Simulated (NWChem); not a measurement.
System: C3H5F; SMILES C/C=C\F

**Question.** Give the equilibrium geometry at PBE-D3(BJ)/def2-SVP (NWChem) as a list of bonds and angles, with the point group.

**Answer.** point group Cs; any orientation.
Bonds (Å): C1–C2 1.498, C1–H5 1.106, C1–H6 1.111, C1–H7 1.111, C2–C3 1.342, C2–H8 1.102, C3–F4 1.349, C3–H9 1.103. Angles (°): C2–C1–H5 111.3, C2–C1–H6 111.3, C2–C1–H7 111.3, H5–C1–H6 108.2, H5–C1–H7 108.2, H6–C1–H7 106.4, C1–C2–C3 125.1, C1–C2–H8 119.0, C3–C2–H8 115.9, C2–C3–F4 122.6, C2–C3–H9 125.0, F4–C3–H9 112.4.
